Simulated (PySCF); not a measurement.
## Radial density of Ne²⁺ (neon, charge +2)

r2SCAN0, [He] 2s1 2p5, high-spin 3P determinant (an excited configuration). Computed with PySCF 2.14 in aug-cc-pwCVQZ (9s8p6d4f2g, 109 functions), with the non-relativistic Hamiltonian (point nucleus).

```tsv
r (bohr)	4πr²ρ (e/bohr)	4πr²(ρα − ρβ)
0.00241	0.04230	0.0014
0.00405	0.1156	0.0038
0.00682	0.3098	0.0100
0.0115	0.7983	0.0258
0.0193	1.933	0.0622
0.0324	4.210	0.1337
0.0546	7.695	0.2362
0.0918	10.57	0.2985
0.154	9.370	0.2523
0.260	5.717	0.5618
0.437	6.127	1.9100
0.735	6.458	2.3884
1.24	2.431	0.7704
2.08	0.1956	0.0322
3.50	0.002199	-0.0002
```
